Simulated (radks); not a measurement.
All-electron atom: Br4+ in [Ar] 3d10 4s2 4p1 (the NIST ground configuration). Calculated with a radial shooting solver on a logarithmic mesh with Libxc functionals: scalar-relativistic Kohn-Sham, LDA (Slater exchange, Perdew-Wang correlation), spin-polarised, spherical densities, finite nucleus; open shells are filled with parallel spins first; Fermi nuclear charge, rms radius 4.1629 fm.

Unscreened Slater integrals over Kohn-Sham orbitals (hartree). They are taken over the spin-up orbitals.

\begin{tabular}{lr}
integral & value \\ \hline
F0(4p,4p) & 0.53449 \\
F2(4p,4p) & 0.28522 \\
F0(4p,4s) & 0.56311 \\
G1(4p,4s) & 0.38223 \\
F0(4p,3d) & 0.68622 \\
F2(4p,3d) & 0.15862 \\
G1(4p,3d) & 0.055882 \\
G3(4p,3d) & 0.051939 \\
F0(4p,3p) & 0.68886 \\
F2(4p,3p) & 0.15242 \\
G0(4p,3p) & 0.039856 \\
G2(4p,3p) & 0.046573 \\
F0(4s,4s) & 0.59819 \\
F0(4s,3d) & 0.75598 \\
G2(4s,3d) & 0.070862 \\
F0(4s,3p) & 0.75938 \\
G1(4s,3p) & 0.057119 \\
F0(3d,3d) & 1.5648 \\
F2(3d,3d) & 0.74832 \\
F4(3d,3d) & 0.47054 \\
F0(3d,3p) & 1.5748 \\
F2(3d,3p) & 0.75520 \\
G1(3d,3p) & 0.91239 \\
G3(3d,3p) & 0.56569 \\
F0(3p,3p) & 1.6007 \\
F2(3p,3p) & 0.80186 \\
\end{tabular}

Derived for the open shells (J is the average intra-shell exchange parameter used in DFT+U). 4p: J = F2/5 = 0.05704 hartree.
